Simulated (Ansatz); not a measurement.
Abridged output of a molecular run in Ansatz:

```
Functional definition: HF
1007 factors; integrals over basis functions are off by at most 8.9e-4 eV
mean field evaluation 1: about -71763.0580 eV, gradient 2.0e1 eV
mean field evaluation 2: about -71763.2126 eV, gradient 2.0e1 eV
mean field evaluation 4: about -71764.5297 eV, gradient 3.2e0 eV
mean field evaluation 8: about -71764.5595 eV, gradient 1.3e-1 eV
mean field -71764.55968198 eV, -2637.2989245473 hartree, gradient 2.2e-6 eV, S^2 0.000000; 0 other end points of the search recorded, 0 dependent functions left out
11 core orbitals not correlated: weight in the atoms' cores, before any rotation towards them, 1.000 or more for the frozen orbitals, at most 0.000 for the correlated occupied ones
reference -71764.55968198 eV, -2637.2989245473 hartree; 14, 14 occupied and 141, 141 virtual orbitals, 1007 factors
second order -15.26216350 eV of doubles, -0.00000000 eV of singles
cycle   1  -15.58953592 eV  change   -3.3e-1 eV  update   8.2e-2
cycle   2  -15.97885314 eV  change   -3.9e-1 eV  update   2.3e-2
cycle   3  -16.04650916 eV  change   -6.8e-2 eV  update   1.2e-2
cycle   4  -16.03579934 eV  change    1.1e-2 eV  update   2.9e-3
cycle   5  -16.03634871 eV  change   -5.5e-4 eV  update   1.3e-3
cycle   6  -16.03641303 eV  change   -6.4e-5 eV  update   3.5e-4
cycle   7  -16.03626998 eV  change    1.4e-4 eV  update   1.3e-4
cycle   8  -16.03629190 eV  change   -2.2e-5 eV  update   4.7e-5
cycle   9  -16.03630064 eV  change   -8.7e-6 eV  update   1.8e-5
perturbative correction -0.60614809 eV, -0.0222755316 hartree
Total energy: -71781.20213072 eV, -2637.9105232575 hartree
```

Its atoms:

Cartesian coordinates in Å:
```
B 0.311 -0.444 -0.669
C -0.585 0.263 0.386
Br 1.202 0.719 1.128
H 0.606 -1.589 -0.510
H 0.635 0.153 -1.651
H -1.097 -0.308 1.154
H -1.072 1.207 0.162
```

Question: Which basis set was used?
A. def2-SVPD
B. def2-QZVPP
C. def2-TZVPP
D. cc-pV(D+d)Z

Answer: C. It gives 166 functions.

Question: Write the keys of the input that set method, charge and spin (a neutral closed shell needs none for the last two).

Answer: 
```yaml
correlation: {method: ccsd_t}
```
